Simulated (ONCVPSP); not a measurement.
Ni (Z = 28): what ONCVPSP 4.0.1 does with a changed input

Command:

```bash
oncvpsp.x < Ni.dat > Ni.out
```

Input:

```
# ATOM AND REFERENCE CONFIGURATION
# atsym  z   nc   nv     iexc    psfile
  Ni 28.00    3    5        4      upf
#
#   n    l    f
    1    0    2.00
    2    0    2.00
    2    1    6.00
    3    0    2.00
    3    1    6.00
    3    2    8.00
    4    0    1.00
    4    1    1.00
#
# PSEUDOPOTENTIAL AND OPTIMIZATION
# lmax
    2
#
#   l,   rc,      ep,       ncon, nbas, qcut
    0    1.10    0.00    4    8   10.60
    1    1.55    0.00    4    7    1.00
    2    0.95    0.00    3    8   18.20
#
# LOCAL POTENTIAL
# lloc, lpopt,  rc(5),   dvloc0
    4    2    0.60    0.00
#
# VANDERBILT-KLEINMAN-BYLANDER PROJECTORs
# l, nproj, debl
    0    2    2.90
    1    2    0.80
    2    2    3.10
#
# MODEL CORE CHARGE
# icmod, fcfact, rcfact
    1    0.70    0.00
#
# LOG DERIVATIVE ANALYSIS
# epsh1, epsh2, depsh
   -6.00    5.00    0.04
#
# OUTPUT GRID
# rlmax, drl
    6.00    0.01
#
# TEST CONFIGURATIONS
# ncnf
    4
# nvcnf
#   n    l    f
    5
    3    0    2.00
    3    1    6.00
    3    2    8.00
    4    0    2.00
    4    1    0.00
#
    5
    3    0    2.00
    3    1    6.00
    3    2    8.00
    4    0    1.00
    4    1    0.00
#
    5
    3    0    2.00
    3    1    6.00
    3    2    8.00
    4    0    0.00
    4    1    0.00
#
    5
    3    0    2.00
    3    1    6.00
    3    2    8.50
    4    0    1.50
    4    1    0.00
#
```

This is an input that runs to its end, with one change: qcut of l = 1 set to 1.00.

**Question.** How does the run end?

**Answer.** The program runs through. Ghost flags: GHOST(+) p at 1647.9 eV; the largest excitation error among the 4 tests with output is 3.81 meV, against 1.25 meV for the unchanged input.

```
   3   0  2.0000   -4.41610021   -4.41575303    3.47D-04
   3   1  6.0000   -2.95872329   -2.95953019   -8.07D-04
   3   2  8.0000   -0.65871516   -0.65866231    5.28D-05
   4   0  1.0000   -0.48450941   -0.48450971   -3.04D-07

    Total energies and differences
      AE_ref= -1.52036827D+03  AE_tst= -1.52019455D+03  dif=  1.74D-01
      PS_ref= -1.62833284D+02  PS_tst= -1.62659550D+02  dif=  1.74D-01
      PSP excitation error= -1.89D-05

Test configuration 3

   n   l     f        eae           eps        diff
   1   0  2.0000 -302.52322818
   2   0  2.0000  -36.79354193
   2   1  6.0000  -31.75492161
   3   0  2.0000   -4.80484065   -4.80418589    6.55D-04
   3   1  6.0000   -3.34774717   -3.35113647   -3.39D-03
   3   2  8.0000   -1.04241554   -1.04252385   -1.08D-04

    Total energies and differences
      AE_ref= -1.52036827D+03  AE_tst= -1.51955692D+03  dif=  8.11D-01
      PS_ref= -1.62833284D+02  PS_tst= -1.62021797D+02  dif=  8.11D-01
      PSP excitation error= -1.40D-04

Test configuration 4

   n   l     f        eae           eps        diff
   1   0  2.0000 -301.69375365
   2   0  2.0000  -35.97060660
   2   1  6.0000  -30.93160879
   3   0  2.0000   -3.98142585   -3.98047836    9.47D-04
   3   1  6.0000   -2.52622572   -2.52963163   -3.41D-03
   3   2  8.5000   -0.24196908   -0.24163817    3.31D-04
   4   0  1.5000   -0.18516032   -0.18519139   -3.11D-05

    Total energies and differences
      AE_ref= -1.52036827D+03  AE_tst= -1.52058063D+03  dif= -2.12D-01
      PS_ref= -1.62833284D+02  PS_tst= -1.63045534D+02  dif= -2.12D-01
      PSP excitation error= -1.13D-04
```
